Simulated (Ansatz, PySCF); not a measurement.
C₅H₇BO, SMILES C#CB1OC[C@@H]1C. Atoms are numbered in the order given.

```xyz
14

C      2.9817     0.4639     0.4086
C      1.8384     0.0911     0.2198
B      0.3822    -0.3138     0.0227
O     -0.0823    -1.3645    -0.7140
C     -1.4501    -0.9946    -0.4113
C     -1.0516     0.1985     0.4785
C     -1.5424     1.5816     0.0920
H      3.9954     0.7850     0.5698
H     -1.9735    -1.8283     0.0829
H     -1.9852    -0.7266    -1.3369
H     -1.2487    -0.0049     1.5444
H     -1.0301     2.3572     0.6813
H     -2.6255     1.6976     0.2608
H     -1.3473     1.7982    -0.9705
```

Geometry optimised at PBE0-D3(BJ)/def2-SVP. The structure was generated by enumeration; whether it is a known compound was not checked.

Two levels are set side by side: PBE-D3(BJ)/def2-SVP (Ansatz, a first-principles code) and PBE0-D3(BJ)/def2-SVP (Ansatz). Each level has its own optimised geometry; the coordinates shown are those of the second. Frequencies come from the Hessian of PySCF at each geometry. Differences are taken from unrounded values.

```json
[
 {"quantity": "mean bond length (Å)", "PBE0-D3(BJ)": "1.278", "PBE-D3(BJ)": "1.287", "PBE-D3(BJ) minus PBE0-D3(BJ)": "0.009"},
 {"quantity": "bond C1–C2 (Å)", "PBE0-D3(BJ)": "1.217", "PBE-D3(BJ)": "1.230", "PBE-D3(BJ) minus PBE0-D3(BJ)": "0.012"},
 {"quantity": "bond C2–B3 (Å)", "PBE0-D3(BJ)": "1.524", "PBE-D3(BJ)": "1.523", "PBE-D3(BJ) minus PBE0-D3(BJ)": "-0.001"},
 {"quantity": "bond B3–O4 (Å)", "PBE0-D3(BJ)": "1.365", "PBE-D3(BJ)": "1.381", "PBE-D3(BJ) minus PBE0-D3(BJ)": "0.016"},
 {"quantity": "bond B3–C6 (Å)", "PBE0-D3(BJ)": "1.589", "PBE-D3(BJ)": "1.598", "PBE-D3(BJ) minus PBE0-D3(BJ)": "0.008"},
 {"quantity": "bond O4–C5 (Å)", "PBE0-D3(BJ)": "1.449", "PBE-D3(BJ)": "1.469", "PBE-D3(BJ) minus PBE0-D3(BJ)": "0.020"},
 {"quantity": "bond C5–C6 (Å)", "PBE0-D3(BJ)": "1.541", "PBE-D3(BJ)": "1.549", "PBE-D3(BJ) minus PBE0-D3(BJ)": "0.008"},
 {"quantity": "bond C6–C7 (Å)", "PBE0-D3(BJ)": "1.518", "PBE-D3(BJ)": "1.526", "PBE-D3(BJ) minus PBE0-D3(BJ)": "0.009"},
 {"quantity": "bond C1–H8 (Å)", "PBE0-D3(BJ)": "1.076", "PBE-D3(BJ)": "1.082", "PBE-D3(BJ) minus PBE0-D3(BJ)": "0.007"},
 {"quantity": "bond C5–H9 (Å)", "PBE0-D3(BJ)": "1.102", "PBE-D3(BJ)": "1.110", "PBE-D3(BJ) minus PBE0-D3(BJ)": "0.009"},
 {"quantity": "bond C5–H10 (Å)", "PBE0-D3(BJ)": "1.102", "PBE-D3(BJ)": "1.111", "PBE-D3(BJ) minus PBE0-D3(BJ)": "0.009"},
 {"quantity": "bond C6–H11 (Å)", "PBE0-D3(BJ)": "1.103", "PBE-D3(BJ)": "1.111", "PBE-D3(BJ) minus PBE0-D3(BJ)": "0.008"},
 {"quantity": "bond C7–H12 (Å)", "PBE0-D3(BJ)": "1.100", "PBE-D3(BJ)": "1.109", "PBE-D3(BJ) minus PBE0-D3(BJ)": "0.008"},
 {"quantity": "bond C7–H13 (Å)", "PBE0-D3(BJ)": "1.102", "PBE-D3(BJ)": "1.111", "PBE-D3(BJ) minus PBE0-D3(BJ)": "0.008"},
 {"quantity": "bond C7–H14 (Å)", "PBE0-D3(BJ)": "1.102", "PBE-D3(BJ)": "1.110", "PBE-D3(BJ) minus PBE0-D3(BJ)": "0.008"},
 {"quantity": "highest harmonic wavenumber (cm⁻¹)", "PBE0-D3(BJ)": "3478", "PBE-D3(BJ)": "3394", "PBE-D3(BJ) minus PBE0-D3(BJ)": "-84"},
 {"quantity": "mean harmonic wavenumber (cm⁻¹)", "PBE0-D3(BJ)": "1359", "PBE-D3(BJ)": "1311", "PBE-D3(BJ) minus PBE0-D3(BJ)": "-47"},
 {"quantity": "zero-point energy (kcal/mol)", "PBE0-D3(BJ)": "69.92", "PBE-D3(BJ)": "67.49", "PBE-D3(BJ) minus PBE0-D3(BJ)": "-2.43"}
]
```

GGA bonds tend to be longer and softer than those of functionals with exact exchange. Differences between two approximate levels are no errors against the true value.
